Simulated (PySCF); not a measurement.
SMILES COC[C](C)OC(C)=O, doublet, GFN2-xTB optimised geometry.

```
20

C     -2.86     0.21     2.53
O     -2.10    -0.17     1.41
C     -1.03     0.72     1.14
C     -0.22     0.20     0.00
C      0.32    -1.17     0.00
O     -0.09     1.08    -1.02
C      0.67     0.90    -2.12
C      0.56     2.10    -3.02
O      1.35    -0.08    -2.35
H     -3.64    -0.54     2.64
H     -3.32     1.20     2.37
H     -2.25     0.25     3.44
H     -1.41     1.72     0.89
H     -0.40     0.81     2.05
H     -0.05    -1.69     0.88
H      1.41    -1.17     0.00
H      0.01    -1.72    -0.89
H     -0.45     2.50    -3.00
H      0.84     1.83    -4.03
H      1.24     2.88    -2.66
```

Density from PySCF 2.14.0 with unrestricted PBE0/def2-SVP at that geometry.

Minimum of the electron density along straight lines between bonded atoms, close to the bond critical point (lines longer than 1.1 times the sum of covalent radii, or with two minima, are not listed):

```csv
bond,length / Å,ρ at the minimum / e bohr⁻³,∇²ρ there / e bohr⁻⁵,position (fraction from the first atom)
C1–O2,1.403,0.263,(withheld),0.34
O2–C3,1.417,0.258,-0.50,0.65
C3–C4,1.488,0.268,-0.65,0.50
C4–C5,1.478,0.263,-0.62,0.52
C4–O6,1.355,0.273,(withheld),0.33
O6–C7,1.349,0.289,-0.25,0.67
C7–C8,1.508,0.258,-0.63,0.52
C7–O9,1.209,(withheld),0.27,0.33
C1–H10,1.088,0.284,-1.10,0.64
C1–H11,1.097,0.278,-1.03,0.63
C1–H12,1.098,0.277,-1.02,0.63
C3–H13,1.100,0.278,-1.03,0.63
C3–H14,1.108,0.272,-0.98,0.63
C5–H15,1.086,0.279,-1.04,0.63
C5–H16,1.093,0.272,-0.99,0.63
C5–H17,1.091,0.274,-1.00,0.63
C8–H18,1.086,0.277,-1.03,0.63
C8–H19,1.086,0.279,-1.05,0.64
C8–H20,1.089,0.273,-1.00,0.63
```

**Question.** Complete the blanks.

**Answer.** 
- C1–O2, ∇²ρ there / e bohr⁻⁵: -0.44
- C4–O6, ∇²ρ there / e bohr⁻⁵: 0.13
- C7–O9, ρ at the minimum / e bohr⁻³: 0.414
